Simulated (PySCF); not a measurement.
2-(disilanyl)ethanol (C₂H₁₀OSi₂), SMILES OCC[SiH2][SiH3]. Atoms are numbered in the order given.

```xyz
15

O     -2.9872    -0.7876    -0.0884
C     -1.7739    -0.0904    -0.2727
C     -0.8819    -0.0931     0.9690
Si     0.8102     0.7433     0.7429
Si     2.0165    -0.2605    -1.0102
H     -3.4695    -0.3593     0.6312
H     -1.2619    -0.5979    -1.1072
H     -1.9512     0.9541    -0.6046
H     -1.3970     0.4187     1.8034
H     -0.7169    -1.1348     1.2944
H      0.6280     2.1969     0.4411
H      1.5895     0.6318     2.0126
H      2.1219    -1.7331    -0.7791
H      1.3229    -0.0412    -2.3150
H      3.3941     0.3077    -1.1058
```
Charge 0, spin multiplicity 1.

Coordinates come from a B3LYP-D3(BJ)/def2-SVP optimisation. One conformer was computed; it need not be the lowest.

Two levels are set side by side: PBE/pcSseg-1 (PySCF) and HF/pcSseg-1 (PySCF). GIAO shifts against H2O (¹⁷O), TMS (²⁹Si), TMS (¹H), TMS (¹³C) at the same level; non-relativistic, no solvent, atoms listed together averaged. Differences are taken from unrounded values.

| quantity | HF | PBE | PBE minus HF |
|---|---|---|---|
| δ(¹⁷O) of O1 (ppm) | 39.8 | 75.8 | 36.0 |
| δ(¹³C) of C2 (ppm) | 58.2 | 69.9 | 11.7 |
| δ(¹³C) of C3 (ppm) | 16.2 | 21.2 | 5.1 |
| δ(²⁹Si) of Si4 (ppm) | -63.5 | -77.3 | -13.8 |
| δ(²⁹Si) of Si5 (ppm) | -94.4 | -114.1 | -19.7 |
| δ(¹H) of H6 (ppm) | 0.63 | -0.04 | -0.67 |
| δ(¹H) of H7, H8 (ppm) | 3.54 | 4.07 | 0.53 |
| δ(¹H) of H13, H14, H15 (ppm) | 3.61 | 3.81 | 0.20 |

Rough cost on one machine, each run with all the roots and properties that it gave: HF against PBE within a factor of 2.
